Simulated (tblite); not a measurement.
Species: C₆H₁₅P.
Z-matrix (Å and degrees, GFN2-xTB geometry), rows numbered from 1:
```
C 
C   1  1.5236
C   2  1.5256  1  111.46
P   3  1.8625  2  111.06  1   178.34
C   4  1.8795  3   99.01  2   167.81
C   5  1.5251  4  109.11  3  -160.86
C   5  1.5251  4  109.83  3    77.80
H   1  1.0874  2  110.61  3  -179.82
H   1  1.0881  2  110.44  3   -59.80
H   1  1.0883  2  110.54  3    60.06
H   2  1.0927  1  109.69  3   121.02
H   2  1.0930  1  109.62  3  -121.26
H   3  1.0942  2  109.34  1    59.61
H   3  1.0943  2  110.45  1   -59.32
H   4  1.4053  3   94.82  2    72.62
H   5  1.0974  4  108.65  3   -41.75
H   6  1.0889  5  110.42  4  -179.82
H   6  1.0885  5  110.92  4    59.88
H   6  1.0884  5  110.25  4   -60.04
H   7  1.0886  5  110.11  4    58.40
H   7  1.0889  5  110.44  4   178.10
H   7  1.0882  5  111.22  4   -61.69
```

Level: GFN2-xTB in tblite, geometry and Hessian alike; calculated harmonic values, unscaled, isolated species. The method is semi-empirical: single wavenumbers can be off by several per cent or more. Modes of hydrogen on phosphorus can be 10 to 20 % off. One conformer, not necessarily the lowest.

Harmonic wavenumbers (cm⁻¹): 41.5, 58.8, 92.8, 111.9, 190.0, 211.9, 232.4, 233.0, 272.2, 312.7, 363.4, 412.2, 657.6, 712.7, 763.5, 807.0, 837.5, 907.0, 933.1, 937.4, 947.8, 982.8, 1037.7, 1058.9, 1083.9, 1111.4, 1137.9, 1169.1, 1215.4, 1225.5, 1243.1, 1270.5, 1293.4, 1339.6, 1406.3, 1415.1, 1418.1, 1449.0, 1490.7, 1492.7, 1494.3, 1500.2, 1503.0, 1503.2, 1505.4, 2219.5, 2887.5, 2926.0, 2943.1, 2961.1, 2977.2, 3010.2, 3014.5, 3018.5, 3022.7, 3026.7, 3028.5, 3029.6, 3031.2, 3038.2.

A = 4872, B = 880.7, C = 807.7 MHz; mass 118.091 u (most abundant isotopes); point group C1, symmetry number 1.

Question: What is the zero-point energy?

Answer: Half the sum of the wavenumbers: 42759 cm⁻¹ = 511.51 kJ/mol.

Question: Give the ideal-gas entropy at 200 K and 1 bar in the rigid-rotor, harmonic-oscillator model (classical rotation).

Answer: Translation 160.06, rotation 116.02, vibration 90.97: S = 367.0 J/(mol K).

Question: And Cp and H(200 K) − H(0)?

Answer: Cp = 123.24 J/(mol K), of which vibrations give 89.98 (their classical limit is 60 R = 498.9); H(200 K) − H(0) = 16.34 kJ/mol without the zero-point energy, 9.69 from vibrations.

Question: How do the functions run with temperature in this model?

Answer: 
```tsv
T (K)	S (J/(mol K))	Cp (J/(mol K))	H − H(0) (kJ/mol)	G − H(0) (kJ/mol)	ln q(vib)
100	295.6	85.5	5.83	-23.74	2.12
300	424.4	163.7	30.63	-96.69	7.94
500	528.5	249.0	72.12	-192.14	13.35
800	667.0	340.3	161.59	-372.02	21.18
1000	747.6	381.8	233.99	-513.63	26.13
```

q(vib) and H(0) count from the zero-point level.

Question: Blend soft modes into free rotors: weight 1/[1 + (100 cm⁻¹/ν̃)⁴] for the oscillator and the rest for a rotor with moment μB/(μ + B), μ = h/(8π²ν), B = 10⁻⁴⁴ kg m². What vibrational entropy results?

Answer: 83.39 J/(mol K) in place of 90.97, which changes −T·S at 200 K by +1.52 kJ/mol.

Question: What must be added to the electronic energy to get the Gibbs energy at 200 K and 1 bar?

Answer: ZPE + [H(200 K) − H(0)] − T·S = 511.51 + 16.34 − 73.41 = 454.44 kJ/mol.

Question: Which modes carry the vibrational entropy at 200 K?

Answer: 41.5 cm⁻¹: 18.40; 58.8 cm⁻¹: 15.53; 92.8 cm⁻¹: 11.83; 111.9 cm⁻¹: 10.34; 190.0 cm⁻¹: 6.33; 211.9 cm⁻¹: 5.57 J/(mol K); the other 54 give 22.97 together.

Hindered rotation and anharmonicity are outside this model. Other conformers, if any are populated, would add a mixing term that is left out. The structure is chiral; the term R ln 2 for an equal mix with its mirror image is left out.

Run on one thread, Arm Neoverse V1, no GPU (shared host). This covers the Hessian and the dipole derivatives.
